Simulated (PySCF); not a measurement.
# Distorted geometries of [Gd(NH2)2]+

[Gd(NH2)2]+ (singlet in the valence; each metal's 4f electrons, 7 of them, lie in its core potential, out of spins and levels). PySCF 2.14.0, RKS r2SCAN, Gd lcecp-1-SVP with ECP53, N def2-SVP, H def2-SVP; non-relativistic Hamiltonian with scalar-relativistic core potentials where named; density fitting; no spin-orbit coupling. Relaxed geometry:

```xyz
7

Gd   -1.1826    0.0357    0.0050
N     0.1259   -0.1239    1.6404
H     1.1447   -0.1695    1.5358
H    -0.0553   -0.1821    2.6469
N     0.1231    0.1004   -1.6396
H     1.1430    0.0537   -1.5438
H    -0.0576    0.1768   -2.6447
```

Question: Order these distorted geometries by energy above the relaxed one, lowest first.
A.
```xyz
7

Gd   -1.1150    0.1706    0.0580
N     0.0064   -0.1262    2.0529
H     1.1932   -0.0334    1.6016
H     0.0815   -0.1749    2.4646
N     0.1809    0.1849   -1.8258
H     1.0620   -0.1778   -1.7549
H    -0.1678    0.0482   -2.5964
```
B.
```xyz
7

Gd   -1.1730    0.0361   -0.0140
N     0.0754   -0.1108    1.6597
H     1.1435   -0.1870    1.5748
H    -0.0434   -0.1699    2.6467
N     0.1338    0.0962   -1.6702
H     1.1443    0.0323   -1.5622
H    -0.0395    0.1944   -2.6348
```
C.
```xyz
7

Gd   -1.2014    0.0155    0.0339
N     0.1335   -0.1215    1.6252
H     1.1598   -0.1635    1.5041
H    -0.0328   -0.1507    2.6380
N     0.0921    0.0869   -1.6382
H     1.1383    0.0689   -1.5380
H    -0.0483    0.1558   -2.6249
```

Answer: C (0.04 eV), B (0.12 eV), A (44.81 eV).

Question: Which forces (eV/Å) act in the one that lies 44.81 eV up?

Answer: 
```
Gd     2.46   -0.24    1.10
N    -48.75   35.37 -295.88
H     -4.68   -0.41    1.78
H     52.10  -34.53  291.03
N      0.31    2.67   13.57
H      3.42   -1.08   -0.05
H     -4.86   -1.79  -11.54
```
Forces carry noise of the integration grid, about 0.01 to 0.03 eV/Å.

No frequency check is given that shows the relaxed geometry to be a minimum. An lcecp potential fixes the number of 4f electrons, so in runs with it no electron can move into or out of that shell.
